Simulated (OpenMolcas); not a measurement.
Ti+: CASPT2 settings compared

```json
{
  "Program": "OpenMolcas 26.06",
  "Basis": "ANO-R2 [6s5p4d2f1g]",
  "Scalar Hamiltonian": "X2C, finite nucleus",
  "Active space": "3 electrons in 6 orbitals (3d 4s)",
  "State averaging": "2S+1 = 4 even, 20 roots; 2S+1 = 2 even, 44 roots kept (CI in the orbitals of an earlier block)",
  "Spin-orbit coupling": "state interaction with AMFI integrals over the reference wave functions, term energies averaged over their components"
}
```

Methods on the same reference wave functions:
A. CASSCF
B. SS-CASPT2, IPEA 0.4 Eh, sigma1 regulariser 0.25 Eh (closed shells correlated: 3s 3p)
C. MS-CASPT2, IPEA 0.4 Eh, sigma1 regulariser 0.25 Eh (closed shells correlated: 3s 3p)

Energies in cm⁻¹ above 3d² 4s ⁴F_3/2, the measured ground level; measured values from NIST Handbook of Basic Atomic Spectroscopic Data.

```tsv
Level	A	B	C	Measured
3d² 4s ⁴F_3/2	0.0	0.0	0.0	0.0
3d² 4s ⁴F_5/2	88.4	88.1	88.1	94.1
3d² 4s ⁴F_7/2	212	212	212	226
3d² 4s ⁴F_9/2	371	372	372	393
3d³ ⁴F_3/2	3720	2350	2350	908
3d³ ⁴F_5/2	3808	2440	2440	984
3d³ ⁴F_7/2	3931	2570	2570	1087
3d³ ⁴F_9/2	4087	2720	2720	1216
3d² 4s ²F_5/2	7913	4630	4630	4629
3d² 4s ²F_7/2	8159	4870	4870	4898
3d² 4s ²D_5/2	11603	8870	8870	8744
3d² 4s ²D_3/2	11615	8850	8850	8710
3d² 4s ⁴P_1/2	11935	10890	10880	9873
3d² 4s ⁴P_3/2	11997	10940	10940	9931
3d² 4s ⁴P_5/2	12121	11040	11030	10025
3d³ ²G_7/2	14583	10440	10420	8998
3d³ ²G_9/2	14689	10550	10530	9118
3d³ ²P_1/2	14956	10080	10080	9851
3d³ ²P_3/2	15046	10180	10180	
3d³ ⁴P_1/2	15667	11310	11310	9364
3d³ ⁴P_3/2	15741	11370	11380	
3d³ ⁴P_5/2	15795	11440	11450	9518
```

Deviations, from unrounded energies. A percentage is the sum of absolute deviations over the sum of measured energies, with the sign that they share, or ± where signs differ.

```json
{"Against measurement": "mean absolute deviation (cm-1)", "Levels": "19", "A": "3100", "B": "850", "C": "850"}
{"Against measurement": "fine structure of the ground term (%)", "Levels": "3", "A": "-5.8", "B": "-5.8", "C": "-5.8"}
{"Against measurement": "other terms of the ground configuration (%)", "Levels": "7", "A": "+32.6", "B": "±5.9", "C": "±5.8"}
{"Against measurement": "other configurations (%)", "Levels": "9", "A": "+78.7", "B": "+25.2", "C": "+25.1"}
```

B, C lie about equally close to measurement and A furthest from it. The largest miss of C in the table is 3d³ ⁴P_1/2, by +1900 cm-1. The ranking rests on the paired levels alone, and a cruder setting can come out closer through cancelling errors.

Between B and C the level of the table that moves most is 3d³ ²G_7/2, by 27 cm-1 (lowest in C, highest in B). Moves below CASPT2's spread within the term are not significant.

The two smallest mean deviations differ by little beside CASPT2's spread within terms, so their order carries little weight.

From A to B the spin-free energies of the other terms of 3d² 4s shown, above ⁴F, scale by factors of 0.58 to 0.91.

The lowest spin-free term lies below A's lowest term by 0.341 hartree in B, 0.341 hartree in C.

Term energies are means over components that CASPT2 splits; among the terms shown or strongly mixed into the levels shown the widest spread is 2100 cm-1 (3d² 4s ²F, C). Terms from blocks run as CI alone lack orbitals of their own. Configurations are named by rounded mean occupations; where the s occupation lies near a half they are strongly mixed, a name can repeat and a true partner stay unpaired. A single d shell beside an s shell can misplace configurations of different d count against each other. Without dynamic correlation excited terms often stand tens of per cent too high (terms of higher spin than the ground term too low), and those without a measured partner can miss by more than the paired ones (holds for A). Some levels mix across a computed gap that differs much from the measured one, so their mixing is not that of the real levels (holds for A). The CASPT2 spread within a term exceeds the gap to the next term for 3d³ ²P and 3d³ ²G, 3d³ ²G and 3d² 4s ⁴P, so the order of their levels is uncertain (holds for C). Measured partners are found by configuration, term and J. A level has none where our copy of the source lacks it or the pairing is in doubt (some pairs that miss far off the trend of their configuration count as doubtful), and it then counts in no deviation. Only configurations of the active space appear. Levels that lie high or do not pair safely by name in every column are left out.
